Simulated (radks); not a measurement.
Species: Ta3+. Configuration: [Xe] 4f14 5d1 7s1 (not the ground configuration). Method: scalar-relativistic Kohn-Sham, r2SCAN, spin-polarised, spherical densities, finite nucleus; open shells are filled with parallel spins first (spin-orbit coupling, left out, can overturn this in heavy ions); meta-GGA in the generalised Kohn-Sham scheme; Fermi nuclear charge, rms radius 5.3507 fm; computed with a radial shooting solver on a logarithmic mesh with Libxc functionals.

Normalised radial functions P(r) = r R(r), r in bohr:

r          5s down    5p up  4f down
0.0008062   0.0523   0.0011   0.0000
0.001292    0.0748   0.0025   0.0000
0.002089    0.1050   0.0055   0.0000
0.003376    0.1407   0.0123   0.0000
0.005412    0.1734   0.0264   0.0000
0.008746    0.1842   0.0557   0.0000
0.01402     0.1369   0.1084   0.0003
0.02266    -0.0073   0.1870   0.0015
0.03633    -0.2118   0.2497   0.0076
0.05871    -0.2734   0.1791   0.0352
0.09487     0.0687  -0.1263   0.1375
0.1521      0.4175  -0.3567   0.4105
0.2458     -0.1174   0.0737   0.8891
0.3941     -0.5911   0.5328   1.2581
0.6369      0.4513  -0.2034   1.1095
1.021       1.1351  -1.0128   0.6222
1.65        0.5326  -0.7048   0.2096
2.667       0.0621  -0.1469   0.0336
4.275       0.0012  -0.0068   0.0019
6.909       0.0000  0.0000   0.0000
11.08       0.0000  0.0000   0.0000

5s down: eigenvalue -110.14 eV, 4 radial nodes at r = 0.0222, 0.0888, 0.231, 0.542 bohr, <r> = 1.09 bohr, 90 % of the charge inside 1.57 bohr. 5p up: eigenvalue -76.014 eV, 3 radial nodes at r = 0.0804, 0.234, 0.583 bohr, <r> = 1.27 bohr, 90 % of the charge inside 1.84 bohr. 4f down: eigenvalue -60.878 eV, 0 radial nodes, <r> = 0.633 bohr, 90 % of the charge inside 1.06 bohr.
